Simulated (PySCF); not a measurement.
Cl₅W (SMILES [Cl][W]([Cl])([Cl])([Cl])[Cl]), doublet, at a GFN2-xTB geometry (such geometries of metal compounds can be far from the true shape) (core potentials on W); DF-B3LYP/def2-SVP (PySCF).

The PySCF input:
```python
from pyscf import gto, scf, dft

mol = gto.Mole()
mol.atom = '''
    W    -0.000000    0.000000   -0.000000
    Cl    1.845527   -0.408177   -1.167973
    Cl    0.962335   -0.981487    1.863601
    Cl   -0.962335    0.981487   -1.863601
    Cl   -1.635958   -1.502506    0.053472
    Cl   -0.209570    1.910682    1.114501
'''
mol.basis = 'def2-svp'
mol.ecp = {'W': 'def2-svp'}
mol.charge = 0
mol.spin = 1
mol.verbose = 5
mol.build()

mf = dft.UKS(mol)
mf.xc = 'b3lyp'
mf.grids.level = 1
mf = mf.density_fit(auxbasis='def2-universal-jkfit')
mf.kernel()
mf.analyze()
```

Task: Predict the main parts of the log of this PySCF run.

Result: 
```
PySCF version 2.14.0

[INPUT] verbose = 5
[INPUT] max_memory = 4000
[INPUT] num. atoms = 6
[INPUT] num. electrons = 99
[INPUT] charge = 0
[INPUT] spin (= nelec alpha-beta = 2S) = 1
[INPUT] symmetry False subgroup None
[INPUT] Mole.unit = angstrom
[INPUT] Symbol           X                Y                Z      unit          X                Y                Z       unit  Magmom
[...]
[INPUT] ---------------- BASIS SET ----------------
[INPUT] l, kappa, [nprim/nctr], expnt,             c_1 c_2 ...
[INPUT] Cl
[...]
                                1571.7365221      0.014754727977
                                357.12065523      0.066679112875
                                100.25185935      0.17228924084
                                30.812727554      0.158837861
[...]
                                5.7045760975      0.60841752753
                                2.3508376809      0.54352153355
[...]
                                72.102015515      -0.063563355471
                                22.532680262      -0.24016428276
                                7.8991765444      -0.47798866557
                                2.8767268321      -0.38515850005
[...]
[INPUT] W
[...]
                                12                1.0014141748
[...]
                                6.084876          -0.66720686321
                                1.2523777812      0.52090351989
                                0.58569208922     0.51885687511
[...]
                                1.623745245       0.18452733732
                                0.69187452392     0.44121676843
                                0.27865835325     0.431584092415
[...]
nuclear repulsion = 716.987207455551
number of shells = 52
number of NR pGTOs = 237
number of NR cGTOs = 122
basis = def2-svp
ecp = {'W': 'def2-svp'}

******** <class 'pyscf.df.df_jk.DFUKS'> ********
method = DFUKS
initial guess = minao
damping factor = 0
level_shift factor = 0
DIIS = <class 'pyscf.scf.diis.CDIIS'>
diis_start_cycle = 1
diis_space = 8
diis_damp = 0
SCF conv_tol = 1e-09
SCF conv_tol_grad = None
SCF max_cycles = 50
direct_scf = False
number electrons alpha = 50  beta = 49
XC library pyscf.dft.libxc version 7.1.2
    S. Lehtola, C. Steigemann, M. J. T. Oliveira, and M. A. L. Marques,  SoftwareX 7, 1–5 (2018)
XC functionals = b3lyp
    P. J. Stephens, F. J. Devlin, C. F. Chabalowski, and M. J. Frisch,  J. Phys. Chem. 98, 11623 (1994)
radial grids:
    Treutler-Ahlrichs [JCP 102, 346 (1995); DOI:10.1063/1.469408] (M4) radial grids

becke partition: Becke, JCP 88, 2547 (1988); DOI:10.1063/1.454033
pruning grids: <function nwchem_prune>
grids dens level: 1
symmetrized grids: False
atomic radii adjust function: <function treutler_atomic_radii_adjust>
small_rho_cutoff = 0
Set gradient conv threshold to 3.16228e-05
Density of valence part of ANO basis will be used as initial guess for W
atom W rad-grids = 70, ang-grids = [ 50  50  50  50  50  50  50  50  50  50  50  50  50  50  50  50  50  50
  50  50  86  86  86  86  86  86  86  86  86  86  86 170 170 170 170 170
 170 170 170 194 194 194 194 194 194 194 194 194 194 194 194 194 194 194
 170 170 170 170 170 170 170 170 170 170 170 170 170 170 170 170]
atom Cl rad-grids = 50, ang-grids = [ 50  50  50  50  50  50  50  50  50  50  50  50  50  50  50  86  86  86
  86  86  86  86  86 170 170 170 170 170 194 194 194 194 194 194 194 194
 194 194 194 194 170 170 170 170 170 170 170 170 170 170]
tot_boxes 2940, boxes in each direction [12 12 13]
Padding 4 grids
tot grids = 40520
nelec by numeric integration = [49.0427378 49.0427378]
******** <class 'pyscf.df.df.DF'> ********
auxbasis = def2-universal-jkfit
num shells = 235, num cGTOs = 867
size of aux basis 867
int3c2e [1/1], AO [0:52], nrow = 7503
E1 = -4686.10720005712  E2 = 1613.6943525768754  Ecoul = 1762.102659918306  Exc = -148.40830734143054
init E= -2355.42564002469
cond(S) = 653.7000955732902

  alpha mo_energy =
[-1.01761285e+02 -1.01761230e+02 -1.01761229e+02 -1.01752723e+02
 -1.01752650e+02 -9.73436882e+00 -9.73434385e+00 -9.73433874e+00
 -9.72504687e+00 -9.72494985e+00 -7.49575069e+00 -7.49572905e+00
 -7.49570076e+00 -7.49316141e+00 -7.49315580e+00 -7.49315117e+00
 -7.49314948e+00 -7.49314173e+00 -7.49311627e+00 -7.48624454e+00
 -7.48622292e+00 -7.48409073e+00 -7.48407959e+00 -7.48407489e+00
 -7.48406375e+00 -3.22781503e+00 -1.88589932e+00 -1.88589240e+00
 -1.88405766e+00 -1.08697968e+00 -1.06319948e+00 -1.06319746e+00
 -1.05908391e+00 -1.04599265e+00 -6.43472731e-01 -6.32909439e-01
 -6.28914904e-01 -6.28902350e-01 -6.24089559e-01 -6.24083927e-01
 -5.90888323e-01 -5.83424127e-01 -5.83420308e-01 -5.57860220e-01
 -5.45206573e-01 -5.45203977e-01 -5.40901181e-01 -5.25624353e-01
 -5.25623217e-01 -3.59901709e-01 -3.59890357e-01 -3.14095220e-01
 -3.14093511e-01 -2.30828324e-01 -1.51782193e-01 -8.82837719e-02
 -8.82718970e-02 -8.37292487e-02 -4.93899958e-02  5.58644180e-02
  5.58922815e-02  8.30503442e-02  1.01966977e-01  1.01999097e-01
  2.56398987e-01  2.96716550e-01  2.96722188e-01  3.48223243e-01
  3.52094558e-01  3.95261765e-01  3.95272953e-01  4.01104253e-01
  4.20952608e-01  4.21635750e-01  4.21642064e-01  4.49998520e-01
  4.50011506e-01  5.02197684e-01  5.02222536e-01  5.05236496e-01
  5.12063606e-01  5.12097072e-01  5.16950075e-01  5.20788026e-01
  5.20827986e-01  5.29586490e-01  5.29636109e-01  5.43208545e-01
  5.59574262e-01  5.59646393e-01  5.60436855e-01  5.76325082e-01
  5.76338917e-01  5.91338918e-01  6.37587958e-01  6.37663674e-01
  6.54728844e-01  6.94710328e-01  7.24198506e-01  7.24210405e-01
  8.28970320e-01  8.29020812e-01  8.40074806e-01  8.40140311e-01
  8.80571163e-01  9.09203201e-01  9.09237473e-01  9.91742039e-01
  9.91747487e-01  1.00820243e+00  1.01757574e+00  1.03562151e+00
  1.03566973e+00  1.03980380e+00  1.09031924e+00  1.23396907e+00
  1.40156909e+00  1.40159978e+00  1.54135918e+00  1.58409730e+00
  6.78444381e+01  5.73752080e+02]
  beta  mo_energy =
[-1.01761285e+02 -1.01761230e+02 -1.01761229e+02 -1.01752723e+02
[...]
converged SCF energy = -2367.66310033299  <S^2> = 0.75410838  2S+1 = 2.0041042
Total Energy =                       -2367.663100332993054
[...]
3 Cl 4py        -0.02062  -0.01230
3 Cl 4pz         0.04419   0.02565
3 Cl 3dxy       -0.00308  -0.00306
3 Cl 3dyz       -0.00605  -0.00597
3 Cl 3dz^2       0.00575   0.00519
3 Cl 3dxz        0.00658   0.00615
3 Cl 3dx2-y2     0.00061   0.00025
4 Cl 1s          0.00004   0.00001
4 Cl 2s          0.00026   0.00005
4 Cl 3s          0.00443   0.00200
4 Cl 4s          0.08057   0.04688
4 Cl 2px         0.00005   0.00003
4 Cl 2py         0.00004   0.00003
4 Cl 2pz        -0.00000  -0.00000
4 Cl 3px         0.02157   0.00555
4 Cl 3py         0.01981   0.00509
4 Cl 3pz        -0.00070  -0.00018
4 Cl 4px         0.05324   0.03204
4 Cl 4py         0.04923   0.02957
4 Cl 4pz         0.00062   0.00003
4 Cl 3dxy        0.01338   0.01396
4 Cl 3dyz        0.00076   0.00022
4 Cl 3dz^2      -0.00844  -0.00846
4 Cl 3dxz       -0.00029  -0.00053
4 Cl 3dx2-y2     0.00114   0.00119
5 Cl 1s          0.00004   0.00001
5 Cl 2s          0.00026   0.00005
5 Cl 3s          0.00443   0.00200
5 Cl 4s          0.07967   0.04646
5 Cl 2px         0.00001   0.00000
5 Cl 2py        -0.00006  -0.00004
5 Cl 2pz        -0.00003  -0.00002
5 Cl 3px         0.00276   0.00071
5 Cl 3py        -0.02519  -0.00648
5 Cl 3pz        -0.01470  -0.00378
5 Cl 4px         0.00500   0.00328
5 Cl 4py        -0.06136  -0.03703
5 Cl 4pz        -0.03768  -0.02247
5 Cl 3dxy       -0.00106  -0.00169
5 Cl 3dyz        0.01232   0.01250
5 Cl 3dz^2      -0.00171  -0.00198
5 Cl 3dxz       -0.00170  -0.00164
5 Cl 3dx2-y2    -0.00938  -0.01000

spin_pop of  0 W 5s        0.00027
spin_pop of  0 W 6s        0.00596
spin_pop of  0 W 7s        0.00103
spin_pop of  0 W 8s        0.00027
spin_pop of  0 W 9s        0.00010
spin_pop of  0 W 10s        0.00015
spin_pop of  0 W 5px       0.00044
spin_pop of  0 W 5py       0.00072
spin_pop of  0 W 5pz       0.00164
spin_pop of  0 W 6px      -0.00057
spin_pop of  0 W 6py       0.00011
spin_pop of  0 W 6pz      -0.00017
spin_pop of  0 W 7px      -0.00033
spin_pop of  0 W 7py       0.00089
spin_pop of  0 W 7pz       0.00017
spin_pop of  0 W 5dxy      0.02265
spin_pop of  0 W 5dyz      0.24412
spin_pop of  0 W 5dz^2     0.27796
spin_pop of  0 W 5dxz      0.01860
spin_pop of  0 W 5dx2-y2    0.26717
spin_pop of  0 W 6dxy      0.00127
spin_pop of  0 W 6dyz      0.00909
spin_pop of  0 W 6dz^2     0.01760
spin_pop of  0 W 6dxz      0.00241
spin_pop of  0 W 6dx2-y2    0.04271
spin_pop of  0 W 5f-3      0.00001
spin_pop of  0 W 5f-2      0.00006
spin_pop of  0 W 5f-1      0.00026
spin_pop of  0 W 5f+0      0.00001
spin_pop of  0 W 5f+1     -0.00018
spin_pop of  0 W 5f+2      0.00021
spin_pop of  0 W 5f+3      0.00005
spin_pop of  1 Cl 1s        0.00000
spin_pop of  1 Cl 2s        0.00000
spin_pop of  1 Cl 3s        0.00002
spin_pop of  1 Cl 4s        0.00006
spin_pop of  1 Cl 2px      -0.00000
spin_pop of  1 Cl 2py      -0.00000
spin_pop of  1 Cl 2pz      -0.00000
spin_pop of  1 Cl 3px      -0.00698
spin_pop of  1 Cl 3py      -0.00500
spin_pop of  1 Cl 3pz      -0.00279
spin_pop of  1 Cl 4px       0.00046
spin_pop of  1 Cl 4py       0.00020
spin_pop of  1 Cl 4pz       0.00124
spin_pop of  1 Cl 3dxy      0.00033
spin_pop of  1 Cl 3dyz      0.00028
spin_pop of  1 Cl 3dz^2     0.00133
spin_pop of  1 Cl 3dxz      0.00006
spin_pop of  1 Cl 3dx2-y2    0.00009
spin_pop of  2 Cl 1s        0.00000
spin_pop of  2 Cl 2s       -0.00000
spin_pop of  2 Cl 3s        0.00013
spin_pop of  2 Cl 4s        0.00044
spin_pop of  2 Cl 2px       0.00000
spin_pop of  2 Cl 2py       0.00000
spin_pop of  2 Cl 2pz      -0.00000
spin_pop of  2 Cl 3px       0.01177
spin_pop of  2 Cl 3py       0.01824
spin_pop of  2 Cl 3pz      -0.00948
spin_pop of  2 Cl 4px       0.00343
spin_pop of  2 Cl 4py       0.00482
spin_pop of  2 Cl 4pz       0.00009
spin_pop of  2 Cl 3dxy      0.00005
spin_pop of  2 Cl 3dyz      0.00178
spin_pop of  2 Cl 3dz^2     0.00010
spin_pop of  2 Cl 3dxz      0.00124
spin_pop of  2 Cl 3dx2-y2    0.00138
spin_pop of  3 Cl 1s        0.00000
spin_pop of  3 Cl 2s       -0.00000
spin_pop of  3 Cl 3s        0.00013
spin_pop of  3 Cl 4s        0.00039
spin_pop of  3 Cl 2px       0.00000
spin_pop of  3 Cl 2py       0.00000
spin_pop of  3 Cl 2pz      -0.00000
spin_pop of  3 Cl 3px       0.01106
spin_pop of  3 Cl 3py       0.01847
spin_pop of  3 Cl 3pz      -0.00901
spin_pop of  3 Cl 4px       0.00348
spin_pop of  3 Cl 4py       0.00458
spin_pop of  3 Cl 4pz       0.00007
spin_pop of  3 Cl 3dxy      0.00006
spin_pop of  3 Cl 3dyz      0.00143
spin_pop of  3 Cl 3dz^2     0.00008
spin_pop of  3 Cl 3dxz      0.00142
spin_pop of  3 Cl 3dx2-y2    0.00150
spin_pop of  4 Cl 1s        0.00000
spin_pop of  4 Cl 2s       -0.00000
spin_pop of  4 Cl 3s        0.00013
spin_pop of  4 Cl 4s       -0.00009
spin_pop of  4 Cl 2px      -0.00000
spin_pop of  4 Cl 2py      -0.00000
spin_pop of  4 Cl 2pz       0.00000
spin_pop of  4 Cl 3px      -0.00292
spin_pop of  4 Cl 3py      -0.00147
spin_pop of  4 Cl 3pz       0.02012
spin_pop of  4 Cl 4px       0.00175
spin_pop of  4 Cl 4py       0.00193
spin_pop of  4 Cl 4pz       0.00423
spin_pop of  4 Cl 3dxy      0.00008
spin_pop of  4 Cl 3dyz      0.00161
spin_pop of  4 Cl 3dz^2     0.00007
spin_pop of  4 Cl 3dxz      0.00160
spin_pop of  4 Cl 3dx2-y2    0.00211
spin_pop of  5 Cl 1s        0.00000
spin_pop of  5 Cl 2s       -0.00000
spin_pop of  5 Cl 3s        0.00005
spin_pop of  5 Cl 4s        0.00014
spin_pop of  5 Cl 2px      -0.00000
spin_pop of  5 Cl 2py      -0.00000
spin_pop of  5 Cl 2pz       0.00000
spin_pop of  5 Cl 3px      -0.00312
spin_pop of  5 Cl 3py      -0.00624
spin_pop of  5 Cl 3pz       0.00259
spin_pop of  5 Cl 4px       0.00061
spin_pop of  5 Cl 4py       0.00036
spin_pop of  5 Cl 4pz       0.00193
spin_pop of  5 Cl 3dxy      0.00068
spin_pop of  5 Cl 3dyz      0.00025
spin_pop of  5 Cl 3dz^2     0.00177
spin_pop of  5 Cl 3dxz      0.00013
spin_pop of  5 Cl 3dx2-y2    0.00003
In total            50.00000 | 49.00000
Dipole moment(X, Y, Z, Debye):  0.32208,  0.18795, -0.06731
```
